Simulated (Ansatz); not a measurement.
Cartesian coordinates in Å:
```
N 2.324 -1.036 -1.270
C 1.522 -0.261 -0.967
N 0.566 0.593 -0.610
Si -0.927 0.094 0.157
O -0.809 -0.123 1.772
H 0.842 1.565 -0.626
H -1.851 1.227 -0.030
H -1.308 -1.157 -0.533
H -0.359 -0.901 2.107
```

Total charge 0; spin multiplicity 1.

List the B3LYP/def2-TZVPP orbital energies in eV (Ansatz 0.2.0). (An estimate is asked.)

Ansatz gave: Occupied: -1800.43, -521.25, -391.05, -389.28, -278.60, -144.83, -100.18, -100.16, -100.13, -28.18, -26.30, -24.17, -16.92, -16.24, -14.69, -12.26, -11.61, -10.95, -10.22, -9.92, -9.58, -9.09, -7.71. Lowest empty: -0.47, -0.01, 0.62, 1.25, 1.48, 1.83, 2.24, 2.39.

B3LYP here is the variant with VWN-RPA as its local correlation; programs differ in this.
